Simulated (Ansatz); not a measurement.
The molecule TiGa, multiplicity 6 (lowest of 2S+1 = 2, 4, 6 at PBE0/def2-TZVPP; our sources give no spin for the ground state, which may be another). No spin–orbit coupling. Ti is treated without relativity. Ga is treated without relativity.

Constants: fifth-degree fit in 1/R to seven points, most abundant isotopes. Runs in def2 and cc sets follow the lowest solution found near the PBE0 minimum.

Codes used: Ansatz (Gaussian basis) for Hartree–Fock, density functionals and correlated methods. Each number belongs to the level named beside it.

Energies at r2SCAN/def2-TZVPP:

| R (Å) | E (hartree) |
|---|---|
| 2.303485 | -2774.16350972 |
| 2.365407 | -2774.16680389 |
| 2.422375 | -2774.16849605 |
| 2.486773 | -2774.16916517 |
| 2.551172 | -2774.16878425 |
| 2.625478 | -2774.16734258 |
| 2.712168 | -2774.16467030 |

### Question
With a reduced mass of 28.2771 u, find the minimum, the force constant and the constants.

### Answer
A fifth-degree polynomial in 1/R puts the minimum at r_e = 2.4931 Å with force constant 107 N/m. Then ω_e = (1/2πc)√(k/μ) = 254 cm⁻¹ and B_e = h/(8π²cμr_e²) = 0.09591 cm⁻¹; the cubic and quartic terms give α_e = 0.00047 and ω_e x_e = 0.97 cm⁻¹.

Ansatz is a program for electronic structure.
